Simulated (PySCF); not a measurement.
A geometry optimisation on `N[SiH](P)P`.

Method: PBE0-D3(BJ)/def2-SVP geometry optimisation, gas phase (PySCF 2.14.0). Start geometry: GFN2-xTB. The command runs a driver script over a list of jobs; the input below is this job's line of settings and its coordinates in Å.

Command:
```bash
OMP_NUM_THREADS=1 python probes_run.py task.json out
```

Input:
```
{"job": {"xc": "PBE0", "basis": "def2-SVP", "d3": "d3bj", "grid": 1, "shake": 0.01, "kind": "geom"}, "charge": 0, "multiplicity": 1}
N     -0.395990    -1.353940     0.858430
Si    -0.076540    -0.275770    -0.464910
P      2.152650    -0.088740    -0.403840
P     -1.188190     1.656950    -0.201900
H     -1.373320    -1.532360     1.099170
H      0.167440    -2.125740     1.014140
H     -0.440720    -0.774240    -1.799180
H      2.279330     0.495070    -1.652310
H      2.192810     1.151320     0.251020
H     -2.400010     1.005600     0.145440
H     -0.879360     1.816030     1.138280
```

Task: What does the run print?

Result: 
```
step   0  E = -1030.39990900  max force = 0.040052
step   1  E = -1030.40543884  max force = 0.010332
step   2  E = -1030.40585466  max force = 0.002689
step   3  E = -1030.40590908  max force = 0.000630
step   4  E = -1030.40594825  max force = 0.001772
step   5  E = -1030.40599127  max force = 0.001910
step   6  E = -1030.40602800  max force = 0.001040
step   7  E = -1030.40605348  max force = 0.000261
step   8  E = -1030.40606302  max force = 0.000404
optimisation converged
```

Energies in Eh; «max force» is the largest Cartesian gradient component in Eh/bohr.

Task: How much energy does the optimisation release, in kcal/mol?

Result: E(step 0) − E(last step) = 0.006154 Eh, which is 3.9 kcal/mol.

Task: Give the first gradient maximum in eV/Å.

Result: With 1 Eh/bohr = 51.422 eV/Å, 2.060 eV/Å.

In short: final energy -1030.40606 Eh after 8 steps; dipole 2.00 D.

Task: How long does this job take on Arm Neoverse N1, one thread, on a shared host? And the peak memory of the process?

Result: About 59 s, with 0.43 GiB resident at the peak, the Python interpreter and its libraries included.
Labels such as C1 count atoms from 1, the log's own numbers from 0.
